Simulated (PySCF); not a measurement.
A GIAO shielding run with PySCF (density fitting, non-relativistic, gas phase) on `c1coc([Si@H]2CCCS2)c1`, C₇H₁₀OSSi:

```
$ OMP_NUM_THREADS=1 python probes_run.py task.json out

{"job": {"kind": "nmr", "xc": "PBE0", "basis": "pcSseg-1"}, "charge": 0, "multiplicity": 1}
C      3.364705    -0.971918     0.120637
C      3.430315    -0.125225    -0.944209
O      2.310712     0.602716    -1.043792
C      1.491735     0.231103    -0.028957
Si    -0.150205     1.106001     0.104684
C     -1.521264     0.422889    -1.036542
C     -2.392272    -0.500528    -0.188090
C     -2.666299     0.151803     1.154808
S     -1.083816     0.585066     1.967225
C      2.106534    -0.740470     0.716622
H      4.115319    -1.666246     0.438476
H      4.193496     0.041772    -1.679403
H     -0.002712     2.556509    -0.019057
H     -1.128246    -0.109955    -1.900759
H     -2.127087     1.247255    -1.415434
H     -3.340889    -0.716939    -0.686282
H     -1.872310    -1.446480    -0.021626
H     -3.194540    -0.511605     1.836616
H     -3.237387     1.072828     1.037927
H      1.699062    -1.217899     1.584118
```

Hardware: 1 thread of an Arm Neoverse N1, shared host. The job also computes population analyses, field gradients, ring-centre shieldings.

Question: How large is the calculation?

Answer: 90 electrons, 234 basis functions and 1256 auxiliary functions.

Question: How long does it take, and how much memory does it need?

Answer: 110 s of wall time, with 14 SCF cycles and 5 response iterations; peak memory 1 GiB. Times on a shared host scatter by some tens of per cent.
